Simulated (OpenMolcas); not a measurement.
Ni3+ among 5 point charges of -2 e arranged as a trigonal bipyramid (D3h). The axial distance is 1.15 times the equatorial one, R.

```json
{
 "Program": "OpenMolcas",
 "Method": "CASSCF",
 "Basis": "ANO-RCC-VDZP [5s4p2d1f]",
 "Scalar Hamiltonian": "DKH2, point nucleus",
 "Active space": "7 electrons in 5 orbitals (3d)",
 "State averaging": "2S+1 = 4 even, 10 roots; 2S+1 = 2 even, 40 roots",
 "Spin-orbit coupling": "state interaction with AMFI integrals over the reference wave functions"
}
```

All point charges move together. At R = 1.79 Å the first state of the same spin is 1434 cm-1, and at R = 2 Å it is 971.2 cm-1.

A third run gives 1842 cm-1. What distance was it run at?

With a power law R^-n the two known points give n = -ln(971.2 / 1434) / ln(2 / 1.79) = 3.51. Then R = 1.79 × (1434 / 1842)^(1/3.51) = 1.667 Å. The run was at 1.66 Å, so the estimate is off by +0.007 Å.

Without dynamic correlation the repulsion within the d shell is too large (B by tens of per cent), so at a given field states of lower spin stand too high. Point charges give a weaker field than real ligands, and real ions of this kind are often low spin; the high spin found here belongs to the model. The ground term spreads over less than 5000 cm-1, several times less than with real ligands, so orbital moments are less quenched and χT lies further from the spin-only value than at real sites (holds for R = 1.79; R = 2). This is an electrostatic model: the charges have no orbitals. No measured value stands beside these numbers.
